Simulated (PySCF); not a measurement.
This PySCF input asks for the NMR shieldings of SMILES C1(=C)C(B)=CC=CC=C1, C$_{8}$H$_{9}$B; the geometry comes from GFN2-xTB.

```python
import basis_set_exchange as bse
import numpy as np
from pyscf import gto, dft
from pyscf.prop import nmr

atoms = """
B     2.407577   -0.737133    0.298262
C     0.926453   -0.484720   -0.046040
C     0.082531   -1.534159   -0.239469
C    -1.335371   -1.534283   -0.404329
C    -2.199145   -0.591829    0.037430
C    -1.865507    0.621657    0.718151
C    -0.698087    1.284482    0.655556
C     0.464005    0.916562   -0.142893
C     1.152976    1.821719   -0.836568
H     3.029596    0.086115    0.848735
H     2.905205   -1.761077    0.028271
H     0.531835   -2.520832   -0.260220
H    -1.753369   -2.437907   -0.832039
H    -3.259214   -0.791987   -0.061041
H    -2.668452    1.060664    1.298143
H    -0.601876    2.209789    1.211935
H     2.024643    1.545718   -1.404697
H     0.847442    2.853538   -0.880844
"""
names = dict.fromkeys(["B", "C", "H"], "pcSseg-1")
basis = {el: gto.basis.parse(bse.get_basis(n, elements=[el], fmt="nwchem")) for el, n in names.items()}
mol = gto.M(atom=atoms, basis=basis, charge=0, verbose=0)
mf = dft.RKS(mol, xc="PBE0")
mf.grids.level = 2
mf.grids.alignment = dft.numint.BLKSIZE   # the property module wants whole blocks of grid points
mf.conv_tol = 1e-9
mf.kernel()

calc = nmr.RKS(mf)   # GIAO
C = mf.mo_coeff
Co = C[:, mf.mo_occ > 0]
resp = mf.gen_response(singlet=True, hermi=2)
def vind(x):   # induced exchange potential for any number of trial vectors
    d = np.einsum("pi,xij,qj->xpq", C, 2 * x.reshape(-1, C.shape[1], Co.shape[1]), Co, optimize=True)
    return np.einsum("xpq,pi,qj->xij", resp(d - d.transpose(0, 2, 1)), C, Co, optimize=True).ravel()
mo1, _ = nmr.rhf.solve_mo1(calc, with_cphf=vind)
sigma = calc.kernel(mo1)
for i, s in enumerate(sigma):   # ppm
    w = np.linalg.eigvalsh((s + s.T) / 2)
    print("%2d %-2s iso %8.1f  s11 %8.1f  s22 %8.1f  s33 %8.1f" % (i, mol.atom_pure_symbol(i), w.mean(), *w))
```

**Question.** What does it print?

**Answer.** 
```
 0 B  iso     25.2  s11    -31.4  s22    -11.0  s33    118.0
 1 C  iso     25.8  s11    -79.9  s22      2.1  s33    155.2
 2 C  iso     29.8  s11    -75.2  s22     17.9  s33    146.6
 3 C  iso     49.3  s11    -65.0  s22     53.8  s33    159.1
 4 C  iso     40.4  s11    -79.1  s22     39.1  s33    161.1
 5 C  iso     53.9  s11    -53.5  s22     57.3  s33    158.0
 6 C  iso     39.5  s11    -46.2  s22      9.5  s33    155.2
 7 C  iso     32.0  s11    -78.2  s22     26.3  s33    147.8
 8 C  iso     56.8  s11    -25.4  s22     38.6  s33    157.2
 9 H  iso     24.9  s11     18.7  s22     26.7  s33     29.2
10 H  iso     24.9  s11     19.8  s22     26.5  s33     28.3
11 H  iso     24.2  s11     21.0  s22     24.1  s33     27.6
12 H  iso     24.8  s11     21.8  s22     24.8  s33     27.7
13 H  iso     24.6  s11     21.7  s22     24.5  s33     27.6
14 H  iso     25.1  s11     22.5  s22     25.0  s33     28.0
15 H  iso     24.9  s11     20.3  s22     27.0  s33     27.5
16 H  iso     27.3  s11     23.8  s22     25.7  s33     32.3
17 H  iso     26.4  s11     24.0  s22     25.2  s33     30.2
```

These numbers come from an equivalent density-fitted implementation of the same equations, which agrees with the script to about 0.01 ppm for H and up to a few tenths of a ppm for heavy atoms, so last digits may differ.

Size and cost of the density-fitted run: 198 basis functions, 70 s wall time on 1 thread of an Arm Neoverse N1, shared host; peak memory 0.87 GiB.
